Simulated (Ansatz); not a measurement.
`[NH2][Ti]([NH2])([NH2])[OH]` + CH₃OH → `C[O][Ti]([NH2])([NH2])[NH2]` + H₂O  (ligand exchange at a Ti–O bond)

Computed with Ansatz on PBE0-D4/def2-TZVP structures; ΔE is electronic, products minus reactants. CBS: MP2 limit from def2 TZ/QZ plus the TZ coupled-cluster correction, frozen cores. This one scheme is used for every species. For Ti outer-core shells are correlated without core-valence functions, which leaves a few kJ/mol of doubt a bond. Scalar relativity is left out up to krypton. Each species was taken in one conformer, which may not be the lowest.

| species | CCSD/def2-SVP energy (Eh) |
| --- | --- |
| `[NH2][Ti]([NH2])([NH2])[OH]` | -1091.56260 |
| CH₃OH | -115.31607 |
| `C[O][Ti]([NH2])([NH2])[NH2]` | -1130.71413 |
| H₂O | -76.17170 |

Work out ΔE.

ΔE = (-1130.71413) + (-76.17170) − (-1091.56260) − (-115.31607) = -0.00716 Eh = -18.8 kJ/mol. CCSD(T)/CBS gives -15.0 kJ/mol.

Largest T1 diagnostic among the species: 0.024, so the coupled-cluster value is less sure than usual.

The D4 term adds −4.5 kJ/mol with B3LYP and −2.9 kJ/mol with PBE0; it sums over pairs of atoms, weighted by their polarisabilities, and B3LYP, whose exchange is more repulsive, gets the larger term. At CCSD(T), def2-SVP lies −6.1 kJ/mol from the extrapolated value and def2-TZVPP +0.6 kJ/mol. Leaving LDA and LC-ωPBE aside and taking each functional with its dispersion term where it has one, the values, not all of them listed here, spread over 5.3 kJ/mol, from BLYP-D4 to ωB97X-V. LDA lies −4.1 kJ/mol from PBE without D4.

B3LYP here is the variant with VWN-RPA as its local correlation; programs differ in this.
